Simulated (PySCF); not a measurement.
Compound: CdMe(OMe), C2H6CdO (singlet state).
Bonds: Cd1–C2, Cd1–O6, O6–C7. Hydrogens: H3, H4, H5 on C2; H8, H9, H10 on C7.

Computed, not measured: PBE0-D3(BJ)/def2-SVP geometry optimisation, gas phase, def2 core potentials past Kr in PySCF.

Problem. How far are the bound atoms from Cd1?

Solution. 2 atoms: O6 1.975 Å, C2 2.088 Å. The nearest atom not counted as bound is H3, at 2.67 Å (others tie with it).

Problem. What is the shape at Cd1?

Solution. Almost linear: angle 175.5°.

Problem. What are the other bond lengths?

Solution. C2–H3, C2–H4, C2–H5 1.099 Å; O6–C7 1.385 Å; C7–H8, C7–H9, C7–H10 1.111 Å.

Problem. Give some angles away from the centre.

Solution. Cd1–O6–C7 126.5°.

Charge 0, singlet. No PBE0-D3(BJ)/def2-SVP frequencies stand behind this structure, so it isn't proved a minimum.

Time: 30 s of wall time; peak memory 0.42 GiB. Hardware: an Intel Xeon 6975P-C with one thread, shared host with 192 logical CPUs at a one-minute load of 91. That covers the optimisation of the geometry.
